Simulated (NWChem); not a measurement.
# CH$_{3}$FGe, singlet; SMILES [F][Ge][CH3]

Low-valent species are run as closed-shell singlets; no triplet was tried in these runs.

Question: Give the equilibrium geometry at PBE0/def2-SVP (NWChem) as a list of bonds and angles, with the point group.

Answer: point group Cs; any orientation.
Bond lengths (Å): Ge1–F2 1.765, Ge1–C3 1.984, C3–H4 1.100, C3–H5 1.104, C3–H6 1.104. Bond angles (°): F2–Ge1–C3 95.1, Ge1–C3–H4 113.0, Ge1–C3–H5 109.1, Ge1–C3–H6 109.1, H4–C3–H5 109.3, H4–C3–H6 109.3, H5–C3–H6 106.8.
